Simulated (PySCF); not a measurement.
CH9FN2Si2. Atoms are numbered in the order given.

```xyz
15

C     -2.5967     0.5805    -0.6529
N     -1.9131    -0.4139     0.1531
Si    -0.2851    -0.3470     0.6867
F     -0.0042    -1.8493     1.2600
N      0.7150     0.0875    -0.6487
Si     2.1789     1.0434    -0.6926
H     -1.8537     1.2120    -1.1640
H     -3.2507     1.2528    -0.0648
H     -3.2190     0.1130    -1.4367
H     -2.5266    -1.0825     0.6092
H      0.0728     0.5642     1.8008
H      0.4527    -0.3649    -1.5244
H      3.3898     0.2210    -0.9897
H      2.0886     2.1010    -1.7433
H      2.3367     1.6802     0.6429
```
Charge 0, spin multiplicity 1.

Geometry optimised at B3LYP-D3(BJ)/def2-SVP. The structure was generated by enumeration; whether it is a known compound was not checked. One conformer was computed; it need not be the lowest.

Method: r2SCAN/def2-TZVP (PySCF).

ESP charges are fitted to the potential on shells at 1.4 to 2.0 van der Waals radii. Atomic charges (e):

```tsv
atom	ESP fit	meta-Löwdin
C1	-0.20	-0.23
N2	-0.55	-0.60
Si3	0.57	___
F4	-0.30	-0.52
N5	-0.52	___
Si6	0.35	___
H7	0.10	0.12
H8	0.10	0.10
H9	0.10	0.11
H10	0.34	___
H11	-0.07	-0.16
H12	0.32	___
H13	-0.09	-0.12
H14	-0.09	-0.11
H15	-0.06	-0.10
```

Task: What belongs in the gaps? (Estimate from the structure and the level; the computed values follow.)

Result: 
- Si3, meta-Löwdin: 1.21
- N5, meta-Löwdin: -0.81
- Si6, meta-Löwdin: 0.62
- H10, meta-Löwdin: 0.24
- H12, meta-Löwdin: 0.25

Task: Give the Mayer and Wiberg (Löwdin basis) orders of the bonds. (The exact figures need the calculation; the answer reports its results.)

Result: 
| bond | Mayer | Wiberg |
|---|---|---|
| C1–N2 | 0.94 | 1.42 |
| N2–Si3 | 1.18 | 1.43 |
| Si3–F4 | 1.08 | 1.65 |
| Si3–N5 | 1.12 | 1.41 |
| N5–Si6 | 1.09 | 1.42 |
| C1–H7 | 0.97 | 0.92 |
| C1–H8 | 0.97 | 0.93 |
| C1–H9 | 0.97 | 0.93 |
| N2–H10 | 0.91 | 0.89 |
| Si3–H11 | 0.94 | 0.90 |
| N5–H12 | 0.89 | 0.87 |
| Si6–H13 | 0.94 | 0.96 |
| Si6–H14 | 0.94 | 0.96 |
| Si6–H15 | 0.95 | 0.95 |
